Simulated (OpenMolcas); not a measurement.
# W4+: ligand-field states by method

W4+ with 6 ligands (fluoride) in octahedral coordination (Oh) at 2.02 Å. A charge of +0.333 e stands 2.6 Å behind each ligand. Ligand basis ANO-RCC-VDZP.

| Property | Result |
| --- | --- |
| Program | OpenMolcas 26.06 |
| Basis | ANO-RCC-VTZP [8s7p5d3f2g1h] |
| Scalar Hamiltonian | DKH2, point nucleus |
| Active space | 2 electrons in 5 orbitals (5d) |
| State averaging | 2S+1 = 3 even, 10 roots; 2S+1 = 1 even, 15 roots |
| Spin-orbit coupling | RASSI with atomic mean-field integrals over the reference wave functions |

I. CASSCF
II. SS-CASPT2, IPEA 0.25 Eh, imaginary shift 0.1 Eh (the lowest 17 gerade and 15 ungerade orbitals frozen, chosen by energy and not by shell, so the metal 5p can be frozen and 4f correlated)

Spin-free states (labels of O, the rotations of Oh) in cm-1, each column counted from its own energy of the first state listed:

```tsv
State	Degeneracy	I	II
3T1	3	0	0
1T2	3	10195	7800
1E	2	10226	7950
1A1	1	23368	18550
3T2	3	29294	29510
3T1	3	38109	36260
1T2	3	40376	37650
1T1	3	42875	39930
3A2	1	60097	60470
1E	2	71267	67900
1A1	1	83750	77080
```

From I to II, I's first state of the same spin (3T2) moves from 29294 to 29510 cm-1, by about +210 cm-1.

From I to II, I's first state of another spin (1T2) moves from 10195 to 7800 cm-1, by about -2400 cm-1.

I: A least-squares ligand-field fit to the states below 45000 cm-1, each weighted by its degeneracy and with a free common offset, gives 10Dq = 30620 cm-1, B = 702 cm-1 and C = 2745 cm-1 (C/B = 3.91), with an rms deviation of 126 cm-1. The same method and metal basis give the free ion B = 803 cm-1 (fit to its terms below 60000 cm-1, rms deviation 19 cm-1), so the nephelauxetic ratio is β = 702 / 803 = 0.87; it hangs on how both fits weigh the states, and computed free-ion B values tend to be too large, so β mixes covalency with correlation.

II: A least-squares ligand-field fit to the states below 45000 cm-1, each weighted by its degeneracy and with a free common offset, gives 10Dq = 30405 cm-1, B = 555 cm-1 and C = 2066 cm-1 (C/B = 3.72), with an rms deviation of 194 cm-1. The same method and metal basis give the free ion B = 790 cm-1 (fit to its terms below 60000 cm-1, rms deviation 602 cm-1), so the nephelauxetic ratio is β = 555 / 790 = 0.70; it hangs on how both fits weigh the states, and computed free-ion B values tend to be too large, so β mixes covalency with correlation.

From I to II, 10Dq changes by -1 %, B by -21 % and C by -25 %.

χT at 300 K: I 0.12, II 0.11 cm3 K/mol.

The states above are spin-free; spin-orbit coupling is strong here and shifts and splits them by thousands of cm-1.

Roots that are degenerate in the reference are averaged as groups; the widest CASPT2 spread within a group is 540 cm-1 (the 3-fold group of multiplicity 1 near 39900 cm-1 above the lowest state of its run, II). Shifts and gaps below about the spread of the groups concerned are not significant. Over all roots computed the reference weight is 0.70 to 0.71 in II; a low but even weight reflects the number of correlated electrons. An orbital triplet at a regular site is open to Jahn-Teller coupling, which can distort the site and quench the lowest spin-orbit gaps and is left out. The least metal-like active orbital is 78 % on the metal (Löwdin) and no ligand orbital is active, so the numbers are rough. Ligand-to-metal charge-transfer states are missing. With no ligand orbital active B as a rule stays too high, so bands that hang on it stand too high and its fall with covalency is understated. Without dynamic correlation the repulsion within the d shell is too large (B by tens of per cent), so at a given field states of lower spin stand too high (holds for I). With metal d orbitals alone the field can be off either way by tens of per cent (holds for I). With one d shell and no ligand orbital active, 10Dq can be off by a tenth or more (holds for II). The distance lies 3 % over the 1.97 Å that this model takes as the normal distance (a Shannon-type radius plus a fixed donor radius); by an R⁻⁵ law this alone changes a d-shell field by about -12 %. No measured value stands beside these numbers; the geometry was imposed, not optimised, and the real ion may take another.
